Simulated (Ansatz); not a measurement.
Two members of one family (Series HgX2), computed with Ansatz in the gas phase; def2 core potentials for Hg, no spin–orbit coupling. The two geometries come from different levels. Binding counts from free atoms in the multiplicity of their measured ground term, without zero-point energy. The structures are stationary points that may keep the symmetry of their start.

First: HgF2 (singlet, charge 0, PBE0-D4/def2-TZVP geometry).

```
atom    x (Å)    y (Å)    z (Å)
 Hg1   0.0000   0.0000   0.0000
  F2  -1.4057  -1.2750  -0.2721
  F3   1.4057   1.2750   0.2721
```

```json
{"level": "PBE-D4/def2-SVP", "HOMO (eV)": "-7.85", "LUMO (eV)": "-3.18", "gap (eV)": "4.68", "binding per atom (eV)": "1.92"}
{"level": "r2SCAN-D4/def2-TZVP", "HOMO (eV)": "-8.72", "LUMO (eV)": "-3.22", "gap (eV)": "5.50", "binding per atom (eV)": "1.86"}
{"level": "r2SCANh-D4/def2-TZVP", "HOMO (eV)": "-9.46", "LUMO (eV)": "-2.83", "gap (eV)": "6.62", "binding per atom (eV)": "1.78"}
{"level": "HSE06-D4/def2-TZVP", "HOMO (eV)": "-9.83", "LUMO (eV)": "-2.75", "gap (eV)": "7.08", "binding per atom (eV)": "1.76"}
{"level": "BHLYP-D4/def2-TZVP", "HOMO (eV)": "-12.16", "LUMO (eV)": "-1.40", "gap (eV)": "10.76", "binding per atom (eV)": "1.52"}
```

Metal–donor distances: 2 × F 1.92 Å.

Second: HgBr2 (singlet, charge 0, PBE-D4/def2-TZVP geometry).

Cartesian coordinates in Å:
```
Hg 0.000 0.000 0.000
Br 1.202 1.735 -1.176
Br -1.202 -1.735 1.176
```

**Question.** Estimate how these quantities change from the first to the second (second minus first).

**Answer.** 
```tsv
level	Δ HOMO (eV)	Δ LUMO (eV)	Δ gap (eV)	Δ binding per atom (eV)
PBE-D4/def2-SVP	0.87	-0.24	-1.11	-0.59
r2SCAN-D4/def2-TZVP	1.26	-0.15	-1.41	-0.44
r2SCANh-D4/def2-TZVP	1.53	-0.23	-1.76	-0.37
HSE06-D4/def2-TZVP	1.82	-0.26	-2.07	-0.36
BHLYP-D4/def2-TZVP	2.67	-0.33	-2.99	-0.25
```

Metal–donor distances: 2 × Br 2.42 Å.
